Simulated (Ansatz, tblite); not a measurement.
Cost and result up the ladder for MoI4 (5 atoms). The state is a triplet with charge 0. Geometry: r2SCAN-D4/def2-SVP.

Cartesian coordinates in Å:
```
Mo 0.0000 0.0000 0.0000
I 1.0943 -2.3251 0.3124
I -1.7358 0.3963 1.8792
I -1.1824 0.0950 -2.3009
I 1.8238 1.8338 0.1093
```

Ansatz on 4 threads of Intel Xeon Platinum 8375C on a shared host; xTB runs through tblite on one thread. Times are rough, summed over both states, and most runs start from the orbitals of an earlier one. No level here is sound enough to serve as a yardstick. The other state is a doublet.

In the def2 sets I, Mo take a core potential; there is no spin–orbit coupling. The xTB rows come from tblite. HOMO above LUMO, or a gap near zero within one spin, warns that the state may not be the lowest or that an electron is smeared out.

Raw xTB energies of ions are shifted by several eV, and xTB has no spin-polarisation term.

```
                            level  functions  vertical IE (eV)                                     remarks
                         GFN1-xTB         45             11.59                                           –
                 PBE-D4/def2-TZVP        240              7.48  gap within one spin near zero (+1 doublet)
r2SCAN-D4/def2-TZVP (with forces)        240              7.86                                           –
                         GFN2-xTB         45             12.75                                           –
```

Problem. Estimate how long each takes.

Solution. GFN1-xTB 0.025 s; GFN2-xTB 0.029 s; PBE-D4/def2-TZVP 21 s; r2SCAN-D4/def2-TZVP (with forces) 53 s. On shared hardware such times vary by a factor of up to 3.
